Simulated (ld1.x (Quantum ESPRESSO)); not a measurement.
# What one change does to a pseudopotential (titanium, TM)

ld1.x (Quantum ESPRESSO) 7.5 input, shortened:

```
&input
   title='Ti', zed=22., rel=2, dft='PBE', iswitch=3,
   config='[Ar] 3d2 4s2 4p0', rel_dist='average'
 /
 &inputp
   pseudotype=2, tm=.true., lloc=2,
   nlcc=.false.
 /
3
4S  1  0   2.00   0.00  3.20  3.20  0.0
4P  2  1   0.00   0.00  3.15  3.15  0.0
3D  3  2   2.00   0.00  1.80  1.80  0.0
 &test
   configts(1)='3d2 4s2 4p0'
 /
```

Open shells are filled in proportion to 2j + 1 (rel_dist='average').

Change: local potential all-electron potential smoothed inside 1.85 bohr (lloc = -1).

Cutoffs: the cutoffs (Ry, on a coarse ladder) from which the occupation-weighted sum of valence levels, in a spherical-Bessel basis at the reference potential, stays within 10 and 1 mRy of its value at 400 Ry; they do not see the model core or the augmentation charge, which bear on the density cutoff. Errors are all-electron minus pseudo energies relative to the spin-unpolarised reference configuration.

Problem. Predict the effect on cutoff, ghosts and configuration errors.

Solution. The potential gets neither clearly harder nor softer (60 Ry and 70 Ry → 60 Ry and 70 Ry); the bound ghosts move from p, s to s; of the 7 tests that both files solve, the error grows in 2 and shrinks in 2 by more than 15 % and 0.3 meV (median size 11.1 → 16.8 meV); the range in which the s phases agree widens (upper end 1.0 → 2.0); the range in which the p1/2 phases agree narrows (upper end 1.9 → 0.7). In the separable form a ghost depends on how the local part lies against the semilocal potential of the channel, so the choice of the local part can create or remove one.

| quantity | base | changed |
| --- | --- | --- |
| cutoff, loose | 60 Ry | 60 Ry |
| cutoff, tight | 70 Ry | 70 Ry |
| loose cutoff by channel (10 mRy a level) | s 6 Ry, d 55 Ry | s 10 Ry, d 55 Ry |
| bound ghosts | s, p3/2, p1/2 | s |
| error for 3d2 4s1 4p0, meV [ΔE 7.35 eV] | +11 | +6.3 |
| error for 3d2 4s0 4p0, meV [ΔE 20.92 eV] | +207 | +208 |
| error for 3d1 4s0 4p0, meV [ΔE 47.87 eV] | +389 | +398 |
| error for 3d2 4s1.5 4p0, meV [ΔE 2.94 eV] | +1.1 | -0.1 |
| error for 3d2 4s1 4p1, meV [ΔE 3.08 eV] | +4.9 | +4.5 |
| error for 3d2 4s0 4p2, meV [ΔE 6.29 eV] | +25 | +29 |
| error for 3d2.5 4s1.5 4p0, meV [ΔE 0.35 eV] | -11 | -17 |
| s: phases at 3.50 bohr within 0.05 rad from the reference energy up to (Ry; the scan ends near 5) | 1.0 | 2.0 |
| p1/2: phases at 3.50 bohr within 0.05 rad from the reference energy up to (Ry; the scan ends near 5) | 1.9 | 0.7 |
| p3/2: phases at 3.50 bohr within 0.05 rad from the reference energy up to (Ry; the scan ends near 5) | 1.8 | 0.7 |
| d3/2: phases at 3.50 bohr within 0.05 rad from the reference energy up to (Ry; the scan ends near 5) | 0.6 | 0.8 |
| d5/2: phases at 3.50 bohr within 0.05 rad from the reference energy up to (Ry; the scan ends near 5) | 0.7 | 0.8 |

Changed file: These tests converged, but a pseudo level misses the all-electron one widely, so the file describes the atom poorly there or has found another state: 3d1 4s0 4p0: empty 4s by 6.1 eV. A true bound ghost makes a file unfit for plane-wave use even where its test errors are small: the radial tests pick states by their node count and pass the ghost by.
